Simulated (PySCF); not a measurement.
H4P2, SMILES PP.

Coordinates come from a TPSSh-D3(BJ)/def2-TZVP optimisation.

Level of theory: PySCF with PBE/def2-TZVPD.

Isolated molecule, no solvent.

Computed frontier levels, gap, dipole moment and polarisability:
```
Quantity                                                                                                       Result
---------------------------------------------------------------------------------------------  ----------------------
highest occupied level                                                                                       -5.86 eV
lowest empty level                                                                                           -1.23 eV
orbital gap                                                                                                   4.63 eV
dipole moment                                                                                                  0.00 D
quadrupole, principal values (traceless, Buckingham form, about the centre of nuclear charge)   -5.76, 2.70, 3.06 D·Å
mean static polarisability                                                                       59.8 bohr³ (8.86 Å³)
polarisability, principal values                                                               50.7, 52.2, 76.6 bohr³
```
